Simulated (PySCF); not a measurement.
HN2 (SMILES N#[NH+]), charge +1, singlet, geometry from GFN2-xTB; PySCF with DF-HF/aug-cc-pVTZ.

Here is a job for PySCF.
```python
from pyscf import gto, scf

mol = gto.M(
    atom='''
N    -0.000000   -0.000000   -0.435395
N     0.000000    0.000000    0.644830
H    -0.000000   -0.000000   -1.466046
''',
    basis='aug-cc-pvtz',
    charge=1,
    spin=0,
    verbose=4,
)

mf = scf.RHF(mol)
mf = mf.density_fit(auxbasis='def2-universal-jkfit')
mf.kernel()
mf.analyze()
```

What the program printed (banner, timings and long lists left out):

```
PySCF version 2.14.0

[INPUT] verbose = 4
[INPUT] num. atoms = 3
[INPUT] num. electrons = 14
[INPUT] charge = 1
[INPUT] spin (= nelec alpha-beta = 2S) = 0
[INPUT] symmetry False subgroup None
[INPUT] Mole.unit = angstrom
[INPUT] Symbol           X                Y                Z      unit          X                Y                Z       unit  Magmom
[INPUT]  1 N      0.000000000000   0.000000000000  -0.435395000000 AA    0.000000000000   0.000000000000  -0.822777306005 Bohr   0.0
[INPUT]  2 N      0.000000000000   0.000000000000   0.644830000000 AA    0.000000000000   0.000000000000   1.218552096903 Bohr   0.0
[INPUT]  3 H      0.000000000000   0.000000000000  -1.466046000000 AA    0.000000000000   0.000000000000  -2.770425426014 Bohr   0.0

nuclear repulsion = 29.3528792638843
number of shells = 35
number of NR pGTOs = 141
number of NR cGTOs = 115
basis = aug-cc-pvtz
ecp = {}

******** <class 'pyscf.df.df_jk.DFRHF'> ********
method = DFRHF
initial guess = minao
damping factor = 0
level_shift factor = 0
DIIS = <class 'pyscf.scf.diis.CDIIS'>
diis_start_cycle = 1
diis_space = 8
diis_damp = 0
SCF conv_tol = 1e-09
SCF conv_tol_grad = None
SCF max_cycles = 50
direct_scf = False
Set gradient conv threshold to 3.16228e-05
Initial guess from minao.
******** <class 'pyscf.df.df.DF'> ********
auxbasis = def2-universal-jkfit
init E= -109.80775707892
  HOMO = -0.491718944670042  LUMO = 0.0331176925878421  gap/eV = 14.28153
cycle= 1 E= -109.090552033394  delta_E= 0.717  |g|= 0.576  |ddm|= 1.26
  HOMO = -1.05661507178298  LUMO = -0.278530201682439  gap/eV = 21.17277
cycle= 2 E= -109.164486340503  delta_E= -0.0739  |g|= 0.308  |ddm|= 0.514
  HOMO = -0.998920050862288  LUMO = -0.206466333305113  gap/eV = 21.56376
cycle= 3 E= -109.178023883448  delta_E= -0.0135  |g|= 0.0899  |ddm|= 0.171
  HOMO = -0.982114501825135  LUMO = -0.187286486808611  gap/eV = 21.62837
cycle= 4 E= -109.179576206546  delta_E= -0.00155  |g|= 0.0305  |ddm|= 0.0824
  HOMO = -0.981960138701228  LUMO = -0.186441330602096  gap/eV = 21.64717
cycle= 5 E= -109.179773909138  delta_E= -0.000198  |g|= 0.00357  |ddm|= 0.0371
  HOMO = -0.981974453390707  LUMO = -0.186380408326536  gap/eV = 21.64922
cycle= 6 E= -109.179780544469  delta_E= -6.64e-06  |g|= 0.00113  |ddm|= 0.00812
  HOMO = -0.982016630420614  LUMO = -0.186418651985249  gap/eV = 21.64932
cycle= 7 E= -109.179780899948  delta_E= -3.55e-07  |g|= 0.000189  |ddm|= 0.00167
  HOMO = -0.982005375094637  LUMO = -0.186417615778314  gap/eV = 21.64905
cycle= 8 E= -109.179780908466  delta_E= -8.52e-09  |g|= 1.7e-05  |ddm|= 0.000332
  HOMO = -0.982004480173224  LUMO = -0.18641712502816  gap/eV = 21.64903
cycle= 9 E= -109.179780908551  delta_E= -8.49e-11  |g|= 1.68e-06  |ddm|= 3.71e-05
  HOMO = -0.982004303247122  LUMO = -0.18641706643613  gap/eV = 21.64903
Extra cycle  E= -109.179780908552  delta_E= -3.69e-13  |g|= 7.21e-07  |ddm|= 6.52e-06
converged SCF energy = -109.179780908552
**** SCF Summaries ****
Total Energy =                        -109.179780908551606
Nuclear Repulsion Energy =              29.352879263884315
One-electron Energy =                 -200.499316167312827
Two-electron Energy =                   61.966655994876902
Two-electron Coulomb Energy =           75.148413435104572
DFT Exchange-Correlation Energy =      -13.181757440227670
HOMO-LUMO gap [eV] =                    21.649031413449066
**** MO energy ****
MO #1   energy= -16.072214353536   occ= 2
MO #2   energy= -16.0644287040276  occ= 2
MO #3   energy= -1.84930365165087  occ= 2
MO #4   energy= -1.31373637406793  occ= 2
MO #5   energy= -1.01931003851389  occ= 2
MO #6   energy= -0.982004303247131 occ= 2
MO #7   energy= -0.982004303247122 occ= 2
MO #8   energy= -0.18641706643613  occ= 0
MO #9   energy= -0.18641706643611  occ= 0
MO #10  energy= -0.145179003943564 occ= 0
MO #11  energy= -0.101182504871275 occ= 0
MO #12  energy= -0.0672098294547247 occ= 0
MO #13  energy= -0.0672098294547191 occ= 0
MO #14  energy= -0.0372291073769127 occ= 0
MO #15  energy= -0.0180270236018174 occ= 0
 ** Mulliken pop on meta-lowdin orthogonal AOs  **
 ** Mulliken pop  **
 ** Mulliken atomic charges  **
charge of    0N =      0.19501
charge of    1N =      0.37770
charge of    2H =      0.42729

WARN: System has nonzero charge 1; the dipole moment is origin-dependent.
Location of origin: [0. 0. 0.]

Dipole moment(X, Y, Z, Debye): -0.00000,  0.00000, -3.12405
```
